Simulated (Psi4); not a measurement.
sulfur monoxide (OS), triplet, at a GFN2-xTB geometry; CAM-B3LYP/pcseg-1 (Psi4).

Input for Psi4:
```
memory 2 GB

molecule mol {
0 3
O    -0.000000   -0.000000   -0.978011
S     0.000000    0.000000    0.489005
}

set {
  basis pcseg-1
  reference uks
  scf_type cd
}

energy('cam-b3lyp')
print_variables()
```

The log (banner, timings and long lists left out):

```
   => Loading Basis Set <=

    Name: PCSEG-1
    Role: ORBITAL
    Keyword: BASIS

Traceback (most recent call last):
  File "psi4", line 375, in <module>
  File "<string>", line 24, in <module>
  File "site-packages/psi4/driver/driver.py", line 533, in energy
  File "site-packages/psi4/driver/procrouting/proc.py", line 2760, in run_scf
  File "site-packages/psi4/driver/procrouting/proc.py", line 1939, in scf_helper
  File "site-packages/psi4/driver/procrouting/proc.py", line 1433, in scf_wavefunction_factory
  File "site-packages/psi4/driver/procrouting/proc.py", line 1397, in build_functional_and_disp
  File "site-packages/psi4/driver/procrouting/dft/superfunctionals.py", line 135, in build_superfunctional

psi4.driver.p4util.exceptions.ValidationError: SCF: SCF_TYPE (CD) not supported for range-separated functionals, plese use SCF_TYPE = 'DF' to automatically select the correct JK build.

Printing out the relevant lines from the Psithon --> Python processed input file:
    ""","mol")
    core.IO.set_default_namespace("mol")
    core.set_global_option("BASIS", "pcseg-1")
    core.set_global_option("REFERENCE", "uks")
    core.set_global_option("SCF_TYPE", "cd")
--> energy('cam-b3lyp')
    print_variables()

!----------------------------------------------------------------------------------!
!                                                                                  !
!  SCF: SCF_TYPE (CD) not supported for range-separated functionals, plese use     !
!     SCF_TYPE = 'DF' to automatically select the correct JK build.                !
!                                                                                  !
!----------------------------------------------------------------------------------!
```

The program refused the input.
